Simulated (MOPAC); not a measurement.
MOPAC input (PM7):

```
PM7 FORCE THERMO(298,298) PRECISE LET CHARGE=1 GEO-OK AUX(PRECISION=9) THREADS=1
H5BO2P

O    -1.49982983 1   -0.75494668 1   -0.51248304 1
B    -0.47485592 1   -0.04277517 1   -0.15029966 1
O    -0.93992597 1    1.34476209 1    0.41198132 1
P     1.58198963 1   -0.36409802 1    0.11658571 1
H    -1.80775481 1   -1.58938640 1   -0.85366645 1
H    -1.83834457 1    1.63218785 1    0.02426364 1
H    -1.11824065 1    1.36703660 1    1.41316394 1
H     1.93086953 1   -0.97994456 1   -1.20655876 1
H     2.13731520 1    1.02090560 1   -0.02179527 1
```

Output:

```
 *******************************************************************************
 **                                                                           **
 **                              MOPAC v23.2.5                                **
 **                                                                           **
 *******************************************************************************
 ** MOPAC's Digital Object Identifier: https://doi.org/10.5281/zenodo.6511958 **
 **                                                                           **
 ** Please cite the open-source release paper for use of this MOPAC version:  **
 ** J. E. Moussa and J. J. P. Stewart (2026)                                  **
 ** MOPAC: An open-source semiempirical molecular orbital program             **
 ** J. Open Source Softw., 11(119), 8025, https://doi.org/10.21105/joss.08025 **
 *******************************************************************************

                              PM7 CALCULATION RESULTS

 *******************************************************************************
 *  PM7        - The PM7 Hamiltonian to be used
 *  GEO-OK     - OVERRIDE INTERATOMIC DISTANCE AND OTHER SAFETY CHECKS
 *
 *
 *
 *                 CHARGE ON SYSTEM = +1
 *
 *
 *
 *  LET        - OVERRIDE SOME SAFETY CHECKS
 *  PRECISE    - TIGHTER CRITERIA TO BE USED
 *  FORCE      - FORCE CALCULATION SPECIFIED
 *  AUX        - OUTPUT AUXILIARY INFORMATION
 *  THERMO     - THERMODYNAMIC QUANTITIES TO BE CALCULATED
 *******************************************************************************
PM7 FORCE THERMO(298,298) PRECISE LET CHARGE=1 GEO-OK AUX(PRECISION=9) THREADS=1
 H5BO2P

   ATOM   CHEMICAL          X               Y               Z
  NUMBER   SYMBOL      (ANGSTROMS)     (ANGSTROMS)     (ANGSTROMS)

     1       O         -1.49982983  *  -0.75494668  *  -0.51248304  *
     2       B         -0.47485592  *  -0.04277517  *  -0.15029966  *
     3       O         -0.93992597  *   1.34476209  *   0.41198132  *
     4       P          1.58198963  *  -0.36409802  *   0.11658571  *
     5       H         -1.80775481  *  -1.58938640  *  -0.85366645  *
     6       H         -1.83834457  *   1.63218785  *   0.02426364  *
     7       H         -1.11824065  *   1.36703660  *   1.41316394  *
     8       H          1.93086953  *  -0.97994456  *  -1.20655876  *
     9       H          2.13731520  *   1.02090560  *  -0.02179527  *

          CARTESIAN COORDINATES

    NO.       ATOM           X           Y           Z

     1         O         -1.4998     -0.7549     -0.5125
     2         B         -0.4749     -0.0428     -0.1503
     3         O         -0.9399      1.3448      0.4120
     4         P          1.5820     -0.3641      0.1166
     5         H         -1.8078     -1.5894     -0.8537
     6         H         -1.8383      1.6322      0.0243
     7         H         -1.1182      1.3670      1.4132
     8         H          1.9309     -0.9799     -1.2066
     9         H          2.1373      1.0209     -0.0218
[...]
 FORCE CONSTANT      1.8915

 VIBRATION         17   17A          ATOM PAIR     ENERGY CONTRIBUTION    RADIAL
 FREQUENCY          2247.39         P 4 -- H 8         +59.3% ( 77.3%)     99.4%
 TRANSITION DIPOLE   0.4179         P 4 -- H 9         +40.6% ( 64.0%)     98.9%
 TRAVEL (Ang.)       0.2419
 REDUCED MASS        0.5129
 EFFECTIVE MASS      1.2009
 FORCE CONSTANT      1.5264

 VIBRATION         18   18A          ATOM PAIR     ENERGY CONTRIBUTION    RADIAL
 FREQUENCY          2296.42         P 4 -- H 9         +59.4% ( 76.6%)     98.5%
 TRANSITION DIPOLE   0.3156         P 4 -- H 8         +40.4% ( 63.2%)     97.6%
 TRAVEL (Ang.)       0.2364         B 2 -- P 4          +0.2% (  3.9%)      0.5%
 REDUCED MASS        0.5255
 EFFECTIVE MASS      1.3712
 FORCE CONSTANT      1.6327

 VIBRATION         19   19A          ATOM PAIR     ENERGY CONTRIBUTION    RADIAL
 FREQUENCY          2555.91         O 3 -- H 7         +55.7% ( 77.0%)     97.6%
 TRANSITION DIPOLE   1.9818         O 3 -- H 6         +43.0% ( 67.7%)     96.6%
 TRAVEL (Ang.)       0.2275         O 1 -- H 5          +0.8% (  9.1%)     98.3%
 REDUCED MASS        0.5099         B 2 -- O 3          +0.5% (  7.2%)      0.3%
 EFFECTIVE MASS      1.4534
 FORCE CONSTANT      1.9624

 VIBRATION         20   20A          ATOM PAIR     ENERGY CONTRIBUTION    RADIAL
 FREQUENCY          2561.01         O 1 -- H 5         +97.9% ( 99.2%)     99.3%
 TRANSITION DIPOLE   2.6067         O 3 -- H 6          +1.4% ( 12.0%)     99.2%
 TRAVEL (Ang.)       0.1691         O 1 -- B 2          +0.6% (  7.9%)     84.0%
 REDUCED MASS        0.9208
 EFFECTIVE MASS      1.3753
 FORCE CONSTANT      3.5583

 VIBRATION         21   21A          ATOM PAIR     ENERGY CONTRIBUTION    RADIAL
 FREQUENCY          2678.31         O 3 -- H 6         +56.1% ( 72.5%)     98.7%
 TRANSITION DIPOLE   1.6789         O 3 -- H 7         +43.1% ( 63.6%)     98.2%
 TRAVEL (Ang.)       0.2271         O 1 -- H 5          +0.6% (  7.4%)     97.2%
 REDUCED MASS        0.4880         B 2 -- O 3          +0.2% (  3.9%)     30.7%
 EFFECTIVE MASS      1.1981
 FORCE CONSTANT      2.0626

      SYMMETRY NUMBER FOR POINT-GROUP C1  =  1

          SYSTEM IS A GROUND STATE

 H5BO2P

          MOLECULE IS NOT LINEAR

          THERE ARE 21 GENUINE VIBRATIONS IN THIS SYSTEM
          THIS THERMODYNAMICS CALCULATION IS LIMITED TO
          MOLECULES WHICH HAVE NO INTERNAL ROTATIONS

                    CALCULATED THERMODYNAMIC PROPERTIES
                                          *
   TEMP. (K)   PARTITION FUNCTION   H.O.F.    ENTHALPY  HEAT CAPACITY ENTROPY
                                   KCAL/MOL   CAL/MOLE    CAL/K/MOL  CAL/K/MOL

 298.00  VIB.     0.2720D+02                  2642.6468    17.3287    15.4324
         ROT.     0.1039D+06                   888.2803     2.9808    25.9347
         INT.     0.2826D+07                  3530.9271    20.3095    41.3672
         TRA.     0.6765D+27                  1480.4672     4.9680    39.0064
         TOT.                       56.932    5011.3942    25.2775    80.3736

   *: NOTE: HEATS OF FORMATION ARE RELATIVE TO THE
            ELEMENTS IN THEIR STANDARD STATE AT 298K
              (=  Standard Enthalpy of Formation).

            Hvib:  Zero-point energy is not included.
                   frequencies of less than zero cm-1 are not included.
            Hrot = (3/2)RT
            Htra = (3/2)RT + pV = (5/2)RT

            Heat capacity is Cp, not Cv

          For more information, see: HTTP://OpenMOPAC.net/Manual/thermochemistry.html

           FORCE CONSTANT IN CARTESIAN COORDINATES (Millidynes/A)

    ATOM   CHEMICAL       X               Y               Z
   NUMBER   SYMBOL  FORCE CONSTANT  FORCE CONSTANT  FORCE CONSTANT

      1       O        8.759979        1.234282        0.359679
      2       B        8.047407        3.554080        0.987915
      3       O        2.614806        4.621779        3.892872
      4       P        3.428115        3.199604        2.314349
      5       H        2.903017        0.921218        0.123722
      6       H        1.559146        2.055235        1.169274
      7       H        0.366578        1.153116        3.136744
      8       H        0.663388        1.686378        1.326160
      9       H        2.010982        0.908135        0.792510

 **********************
 *                    *
 * JOB ENDED NORMALLY *
 *                    *
 **********************

 == MOPAC DONE ==
```

The dipole moment of an ion depends on the origin.
